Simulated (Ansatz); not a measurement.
C2H3ClOZn (`Cl[CH]1C[O][Zn]1`). The species carries charge 0 and has multiplicity 1. All single points use the PBE0-D4/def2-TZVP geometry.

```xyz
8

Cl    0.277    0.214    2.242
C    -0.428    0.279    0.646
C     0.517   -0.051   -0.541
O    -0.129   -0.845   -1.498
Zn   -1.504   -1.200   -0.257
H    -0.954    1.227    0.545
H     1.416   -0.532   -0.136
H     0.805    0.908   -1.001
```

Task: What is the dipole moment at ωB97M-V/def2-TZVPP? (An estimate is asked.)

Result: Computed: 3.42 D, with components (-3.22, -1.06, 0.42) D in this frame, pointing from negative to positive charge.

Task: And with PBE, r2SCAN, B3LYP? (An estimate is asked.)

Result: Ansatz gave: PBE 2.34 D, r2SCAN 2.56 D, B3LYP 2.79 D.

Task: Give the Mulliken charges with ωB97M-V, PBE, r2SCAN in def2-TZVPP. (Estimate.)

Result: Computed: 
```
atom  ωB97M-V    PBE  r2SCAN
 Cl1    -0.10  -0.11   -0.13
  C2    -0.18  -0.05   -0.06
  C3     0.07   0.07    0.19
  O4    -0.52  -0.43   -0.52
 Zn5     0.45   0.29    0.38
  H6     0.14   0.12    0.10
  H7     0.08   0.06    0.03
  H8     0.07   0.06    0.02
```

B3LYP here is the variant with VWN-RPA as its local correlation; programs differ in this.
